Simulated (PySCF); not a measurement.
Isomers of C6H13FN2Si, mass 160.083 u with the commonest isotopes. Method used: PBE0/pcSseg-1 in PySCF (dipole) on a GFN2-xTB geometry, gas phase. One conformer each, none proved a minimum here; rigid rotors.

Task: Order these by rotational constant B, largest first.
A. `[CH3:1][N:2]([CH3:3])[SiH2:4][C@@H:5]([F:6])[CH2:7][CH2:8][C:9]#[N:10]` with C1–N2–Si4–C5 -159°, N2–Si4–C5–F6 -72°, Si4–C5–C7–C8 175°, C5–C7–C8–C9 -66°
B. `[CH3:1][C:2]1=[N:3][N:4]([SiH:5]([CH3:6])[CH3:7])[CH2:8][C@H:9]1[F:10]` with N3–N4–Si5–C6 26°
C. `[CH2:1]=[CH:2][CH2:3][Si@@H:4]1[NH:5][CH2:6][C@H:7]([CH2:8][F:9])[NH:10]1` with C1–C2–C3–Si4 -101°, C2–C3–Si4–N5 -75°, C6–C7–C8–F9 -178°, C3–Si4–N5–C6 -143°, Si4–N5–C6–C7 36°, N5–C6–C7–C8 83°, C6–C7–N10–Si4 24°
D. `[CH2:1]=[C:2]([F:3])[Si@@H:4]1[NH:5][CH2:6][C@@H:7]1[N:8]([CH3:9])[CH3:10]` with C1–C2–Si4–N5 62°, C6–C7–N8–C9 67°

Result: D (836.8 MHz), B (694.0 MHz), C (596.5 MHz), A (518.2 MHz).

Task: Order these by rotational constant A, largest first.
A. `[CH3:1][N:2]([CH3:3])[SiH2:4][C@@H:5]([F:6])[CH2:7][CH2:8][C:9]#[N:10]` with C1–N2–Si4–C5 -159°, N2–Si4–C5–F6 -72°, Si4–C5–C7–C8 175°, C5–C7–C8–C9 -66°
B. `[CH3:1][C:2]1=[N:3][N:4]([SiH:5]([CH3:6])[CH3:7])[CH2:8][C@H:9]1[F:10]` with N3–N4–Si5–C6 26°
C. `[CH2:1]=[C:2]([F:3])[Si@@H:4]1[NH:5][CH2:6][C@@H:7]1[N:8]([CH3:9])[CH3:10]` with C1–C2–Si4–N5 62°, C6–C7–N8–C9 67°
D. `[CH2:1]=[CH:2][CH2:3][Si@@H:4]1[NH:5][CH2:6][C@H:7]([CH2:8][F:9])[NH:10]1` with C1–C2–C3–Si4 -101°, C2–C3–Si4–N5 -75°, C6–C7–C8–F9 -178°, C3–Si4–N5–C6 -143°, Si4–N5–C6–C7 36°, N5–C6–C7–C8 83°, C6–C7–N10–Si4 24°

Result: A (2311 MHz), D (2215 MHz), B (1977 MHz), C (1638 MHz).

Task: Order these by out-of-plane moment Σ m c² = (Ia + Ib − Ic)/2, smallest first.
A. `[CH3:1][C:2]1=[N:3][N:4]([SiH:5]([CH3:6])[CH3:7])[CH2:8][C@H:9]1[F:10]` with N3–N4–Si5–C6 26°
B. `[CH2:1]=[C:2]([F:3])[Si@@H:4]1[NH:5][CH2:6][C@@H:7]1[N:8]([CH3:9])[CH3:10]` with C1–C2–Si4–N5 62°, C6–C7–N8–C9 67°
C. `[CH3:1][N:2]([CH3:3])[SiH2:4][C@@H:5]([F:6])[CH2:7][CH2:8][C:9]#[N:10]` with C1–N2–Si4–C5 -159°, N2–Si4–C5–F6 -72°, Si4–C5–C7–C8 175°, C5–C7–C8–C9 -66°
D. `[CH2:1]=[CH:2][CH2:3][Si@@H:4]1[NH:5][CH2:6][C@H:7]([CH2:8][F:9])[NH:10]1` with C1–C2–C3–Si4 -101°, C2–C3–Si4–N5 -75°, C6–C7–C8–F9 -178°, C3–Si4–N5–C6 -143°, Si4–N5–C6–C7 36°, N5–C6–C7–C8 83°, C6–C7–N10–Si4 24°

Result: A (37.35 u·Å²), D (65.35 u·Å²), B (69.39 u·Å²), C (94.95 u·Å²).

| SMILES | point group | Ia (u·Å²) | Ib (u·Å²) | Ic (u·Å²) | κ | μa (D) | μb (D) | μc (D) |
| --- | --- | --- | --- | --- | --- | --- | --- | --- |
| C=C(F)[Si@@H]1NC[C@@H]1N(C)C | C1 | 308.60 | 603.94 | 773.76 | -0.63 | 2.11 | 0.29 | 0.62 |
| CN(C)[SiH2][C@@H](F)CCC#N | C1 | 218.68 | 975.21 | 1004.00 | -0.98 | 3.74 | 1.70 | 2.11 |
| C=CC[Si@@H]1NC[C@H](CF)N1 | C1 | 228.13 | 847.26 | 944.70 | -0.93 | 0.05 | 1.53 | 0.94 |
| CC1=NN([SiH](C)C)C[C@H]1F | C1 | 255.61 | 728.18 | 909.09 | -0.81 | 0.58 | 0.72 | 1.08 |
